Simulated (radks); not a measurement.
Initial-state core-level shifts of neutral zinc when its valence configuration changes from [Ar] 3d10 4s2. Method: scalar-relativistic Kohn-Sham, PBE, spin-polarised, spherical densities, point nucleus; open shells are filled with parallel spins first; computed with a radial shooting solver on a logarithmic mesh with Libxc functionals. Shifts are changes of the shell-averaged eigenvalues in eV (positive: less bound).

valence               1s       2p       3s       3p
3d10 4s1 4p1      -1.932   -1.830   -1.941   -1.946
3d9 4s2 4p1       -9.057   -9.703   -8.874   -8.699
3d9 4s1 4p2      -10.419  -11.005  -10.246  -10.066
3d9.5 4s0.5 4p2   -6.948   -7.111   -6.905   -6.824
3d8 4s2 4p2      -18.882  -20.421  -18.127  -17.734
3d8.5 4s1 4p2.5  -15.059  -16.081  -14.655  -14.367
3d8.5 4p3.5      -17.032  -17.967  -16.597  -16.307
3d9 4p3          -12.123  -12.626  -11.939  -11.757
3d8 4s1 4p3      -19.947  -21.460  -19.204  -18.801
